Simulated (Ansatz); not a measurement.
Steps of a relaxation of CH$_{7}$BOSi, SMILES `BO[SiH2]C` with RKS PBE-D4/def2-SVP.

```sh
$ ansatz run in.yaml --threads 2 --pin off --events-out ev --progress --plain --max-ram 4352MiB
```

```yaml
crystal:
  periodic: [false, false, false]
  atoms:
    - {symbol: B, position_ang: [-0.899500, 1.944500, 0.602600]}
    - {symbol: O, position_ang: [-0.135000, 1.241800, -0.366900]}
    - {symbol: Si, position_ang: [-0.095500, -0.361000, 0.228600]}
    - {symbol: C, position_ang: [1.038000, -1.400400, -0.913900]}
    - {symbol: H, position_ang: [-2.113300, 2.073000, 0.411300]}
    - {symbol: H, position_ang: [-0.435500, 2.570600, 1.492100]}
    - {symbol: H, position_ang: [0.587800, -0.372000, 1.579700]}
    - {symbol: H, position_ang: [-1.378900, -0.916000, 0.315500]}
    - {symbol: H, position_ang: [1.015000, -2.432100, -0.479600]}
    - {symbol: H, position_ang: [0.503000, -1.412500, -1.894800]}
    - {symbol: H, position_ang: [1.979400, -0.992800, -0.953900]}
basis:
  gaussian: {orbitals: def2-SVP}
hamiltonian: {xc: pbe, dispersion: d4}
relax: {f_tol: 0.03, max_steps: 200}
```

Positions (Å) and forces (eV/Å) along the path, 12 of 16 steps:

```xyz
11
step=1 energy=-11738.4739 eV
B    -0.899    1.944    0.603   -0.267    0.264   -2.312
O    -0.135    1.242   -0.367   -1.081    0.405    1.859
Si   -0.096   -0.361    0.229    3.300   -0.089   -0.601
C     1.038   -1.400   -0.914   -4.267   -1.066    0.521
H    -2.113    2.073    0.411    0.150   -0.329    0.072
H    -0.435    2.571    1.492    0.734    0.166    0.744
H     0.588   -0.372    1.580   -0.276    0.127    0.070
H    -1.379   -0.916    0.316   -2.042   -0.760    0.128
H     1.015   -2.432   -0.480    0.252    0.274   -0.262
H     0.503   -1.413   -1.895    0.511   -0.111    0.057
H     1.979   -0.993   -0.954    2.984    1.120   -0.277
11
step=2 energy=-11738.8256 eV
B    -0.891    2.063    0.502    0.029   -1.564   -0.113
O    -0.130    1.231   -0.340   -0.850    0.820    1.080
Si   -0.062   -0.368    0.269    1.158   -0.081   -0.513
C     1.003   -1.396   -0.925   -1.252   -0.194    0.428
H    -2.134    2.001    0.412    0.455    0.473   -0.274
H    -0.382    2.516    1.526    0.107    0.407   -0.382
H     0.518   -0.323    1.669   -0.010   -0.031   -0.178
H    -1.415   -0.923    0.355   -0.716   -0.244    0.037
H     1.031   -2.439   -0.534    0.164    0.107   -0.043
H     0.526   -1.436   -1.929    0.139    0.115    0.100
H     2.002   -0.981   -0.985    0.775    0.193   -0.141
11
step=5 energy=-11739.1897 eV
B    -0.940    2.102    0.536    0.320    0.326   -0.228
O    -0.265    1.072   -0.064   -0.430    0.308    0.576
Si   -0.068   -0.554    0.355   -0.159   -0.129   -0.006
C     0.998   -1.373   -0.931    0.349   -0.097   -0.154
H    -2.117    2.334    0.268    0.071   -0.195   -0.028
H    -0.350    2.871    1.311   -0.055   -0.302   -0.171
H     0.568   -0.635    1.716   -0.003    0.024    0.014
H    -1.439   -1.201    0.427    0.178    0.076   -0.012
H     1.134   -2.445   -0.664   -0.027    0.067   -0.066
H     0.535   -1.317   -1.936   -0.033   -0.037    0.002
H     2.011   -0.912   -0.998   -0.210   -0.042    0.073
11
step=6 energy=-11739.2680 eV
B    -0.930    2.153    0.507    0.046    0.111    0.005
O    -0.328    1.003    0.113   -0.135    0.263    0.181
Si   -0.075   -0.632    0.412   -0.153   -0.076   -0.038
C     0.992   -1.354   -0.950    0.105   -0.023    0.079
H    -2.087    2.398    0.164    0.132   -0.088   -0.017
H    -0.313    2.961    1.209   -0.039   -0.172   -0.162
H     0.565   -0.741    1.771    0.074   -0.066   -0.048
H    -1.425   -1.302    0.474    0.054   -0.036   -0.024
H     1.170   -2.435   -0.754   -0.020    0.084   -0.008
H     0.519   -1.260   -1.949   -0.024    0.031    0.061
H     1.979   -0.847   -0.978   -0.038   -0.027   -0.028
11
step=8 energy=-11739.3178 eV
B    -0.894    2.177    0.450    0.366   -0.707   -0.092
O    -0.398    0.900    0.445   -0.246    0.748    0.123
Si   -0.105   -0.757    0.532   -0.130    0.232   -0.093
C     0.952   -1.258   -0.937    0.069   -0.058    0.056
H    -1.989    2.419   -0.050    0.044   -0.111    0.056
H    -0.213    3.085    0.929   -0.055   -0.197   -0.040
H     0.591   -1.024    1.844   -0.012    0.001   -0.092
H    -1.417   -1.495    0.514   -0.018   -0.004    0.027
H     1.198   -2.343   -0.866   -0.010    0.157   -0.025
H     0.439   -1.079   -1.905   -0.013   -0.004    0.104
H     1.901   -0.682   -0.935    0.005   -0.058   -0.026
11
step=9 energy=-11739.3718 eV
B    -0.851    2.128    0.417    0.129   -0.298    0.059
O    -0.257    0.918    0.560   -0.072    0.433    0.071
Si   -0.118   -0.759    0.558   -0.081    0.001    0.053
C     0.936   -1.212   -0.917    0.043   -0.119   -0.049
H    -1.989    2.221   -0.034    0.046   -0.036    0.027
H    -0.208    3.117    0.758   -0.076   -0.065   -0.068
H     0.543   -1.128    1.858   -0.012    0.004   -0.047
H    -1.473   -1.420    0.503    0.008    0.047   -0.027
H     1.182   -2.294   -0.914   -0.009   -0.020    0.006
H     0.413   -0.983   -1.866   -0.041    0.018   -0.041
H     1.886   -0.645   -0.902    0.066    0.036    0.017
11
step=10 energy=-11739.3918 eV
B    -0.846    2.088    0.466    0.270    0.190   -0.526
O    -0.112    0.965    0.674   -0.087    0.255    0.045
Si   -0.097   -0.730    0.559   -0.381   -0.064    0.202
C     0.932   -1.215   -0.920    0.036    0.160    0.005
H    -2.002    2.035    0.023    0.194   -0.079    0.284
H    -0.267    3.187    0.594   -0.289   -0.484    0.137
H     0.517   -1.197    1.852   -0.037   -0.010   -0.087
H    -1.505   -1.281    0.428    0.129    0.121    0.063
H     1.133   -2.304   -0.932    0.023   -0.036    0.015
H     0.421   -0.938   -1.862    0.013    0.004   -0.033
H     1.892   -0.667   -0.863    0.128   -0.058   -0.105
11
step=11 energy=-11739.3865 eV rejected
B    -0.812    2.057    0.405   -0.191    0.173    0.521
O     0.009    1.004    0.697   -0.336    0.270   -0.268
Si   -0.091   -0.708    0.568   -0.350    0.332    0.080
C     0.936   -1.199   -0.910    0.159   -0.023   -0.128
H    -2.032    1.873    0.128    0.762    0.047   -0.002
H    -0.351    3.229    0.539   -0.241   -0.854   -0.211
H     0.485   -1.261    1.848   -0.087    0.074   -0.111
H    -1.550   -1.134    0.399    0.351    0.114    0.091
H     1.075   -2.298   -0.914    0.028   -0.045   -0.075
H     0.457   -0.899   -1.864   -0.044   -0.030    0.038
H     1.938   -0.720   -0.875   -0.050   -0.059    0.065
11
step=12 energy=-11739.4324 eV
B    -0.838    2.067    0.451    0.143    0.170   -0.252
O    -0.047    0.989    0.669   -0.071    0.144    0.024
Si   -0.094   -0.707    0.558   -0.200   -0.036    0.122
C     0.934   -1.211   -0.918    0.031    0.046   -0.013
H    -2.003    1.945    0.063    0.150   -0.051    0.156
H    -0.317    3.181    0.585   -0.192   -0.280    0.053
H     0.499   -1.198    1.849   -0.024   -0.022   -0.042
H    -1.519   -1.198    0.424    0.076    0.080    0.033
H     1.095   -2.307   -0.935    0.010   -0.014   -0.003
H     0.437   -0.913   -1.862    0.014    0.001   -0.026
H     1.919   -0.706   -0.862    0.064   -0.038   -0.053
11
step=14 energy=-11739.4607 eV
B    -0.841    2.045    0.455    0.009   -0.005    0.017
O     0.058    1.051    0.646    0.008   -0.007   -0.023
Si   -0.074   -0.649    0.540   -0.012    0.021    0.002
C     0.948   -1.226   -0.921   -0.004    0.001    0.007
H    -2.007    1.784    0.181   -0.010    0.000   -0.005
H    -0.446    3.195    0.565   -0.007    0.002   -0.002
H     0.466   -1.184    1.834    0.008   -0.010    0.002
H    -1.526   -1.024    0.395    0.006   -0.001   -0.003
H     1.003   -2.334   -0.942   -0.002   -0.002    0.000
H     0.504   -0.885   -1.878    0.004    0.009    0.004
H     1.981   -0.829   -0.853    0.001   -0.008    0.000
11
step=15 energy=-11739.4612 eV
B    -0.846    2.045    0.458   -0.008   -0.020    0.008
O     0.070    1.062    0.633   -0.018   -0.020   -0.003
Si   -0.071   -0.640    0.537    0.040    0.004   -0.038
C     0.951   -1.230   -0.920    0.007   -0.002   -0.003
H    -2.014    1.768    0.206    0.003    0.002    0.000
H    -0.466    3.198    0.560    0.009    0.022    0.000
H     0.470   -1.181    1.827   -0.008    0.011    0.018
H    -1.524   -1.006    0.387    0.001   -0.001    0.007
H     0.980   -2.340   -0.944   -0.007    0.018   -0.007
H     0.521   -0.874   -1.878    0.009   -0.005    0.010
H     1.994   -0.859   -0.845   -0.029   -0.008    0.008
11
step=16 energy=-11739.4618 eV
B    -0.852    2.046    0.459   -0.004   -0.013   -0.001
O     0.064    1.062    0.620    0.004    0.006   -0.001
Si   -0.066   -0.640    0.534   -0.018    0.004   -0.015
C     0.954   -1.234   -0.921   -0.006    0.004    0.003
H    -2.023    1.772    0.220    0.000    0.001    0.003
H    -0.469    3.201    0.557    0.004    0.004    0.001
H     0.474   -1.166    1.831    0.004   -0.001    0.008
H    -1.518   -1.014    0.389    0.006   -0.003    0.003
H     0.961   -2.343   -0.960    0.000   -0.005    0.001
H     0.538   -0.858   -1.877    0.002    0.003    0.001
H     2.002   -0.884   -0.833    0.006   -0.001   -0.001
```

Run time 9.5 s (2 threads of an AMD EPYC 9R45 on a shared host); peak host memory 0.16 GiB.
